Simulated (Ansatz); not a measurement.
Start from `C[Se]B(O)O` and change one atom or group to get `OB(O)F`.

Ansatz, PBE0-D4/def2-TZVP geometries, multiplicity 1. Each molecule was computed in one conformer, which needn't be the lowest.

Scalar relativity is left out up to krypton.

```json
{"property": "HOMO energy (PBE/def2-TZVPP) / eV", "`C[Se]B(O)O`": "-5.42"}
{"property": "HOMO–LUMO gap (ωB97M-V/def2-TZVPP) / eV", "`C[Se]B(O)O`": "10.62"}
{"property": "size of the dipole moment (B3LYP/def2-TZVPP) / D", "`C[Se]B(O)O`": "0.58"}
{"property": "size of the dipole moment (PBE/def2-TZVPP) / D", "`C[Se]B(O)O`": "0.62"}
{"property": "HOMO–LUMO gap (PBE/def2-TZVPP) / eV", "`C[Se]B(O)O`": "4.71"}
{"property": "LUMO energy (PBE/def2-TZVPP) / eV", "`C[Se]B(O)O`": "-0.71"}
```

(1) Give the same properties after the change, and the shifts. (Best estimate.)

Results:

(1) The calculation gave: 
```csv
property,`OB(O)F`,shift
HOMO energy (PBE/def2-TZVPP) / eV,-7.97,-2.55
HOMO–LUMO gap (ωB97M-V/def2-TZVPP) / eV,13.98,3.36
size of the dipole moment (B3LYP/def2-TZVPP) / D,1.88,1.30
size of the dipole moment (PBE/def2-TZVPP) / D,1.83,1.21
HOMO–LUMO gap (PBE/def2-TZVPP) / eV,7.57,2.86
LUMO energy (PBE/def2-TZVPP) / eV,-0.40,0.31
```

With PBE0 the HOMO falls by 3.16 eV and the LUMO rises by 0.26 eV, so the gap widens by about 3.42 eV. PBE moves the HOMO by -2.55 eV and ωB97M-V by -3.48 eV. Dipoles are sizes alone; their direction can turn.

B3LYP here is the variant with VWN-RPA as its local correlation; programs differ in this.

Spin–orbit coupling is left out; it splits and shifts lone-pair levels of the heavy atoms by tenths of an eV.
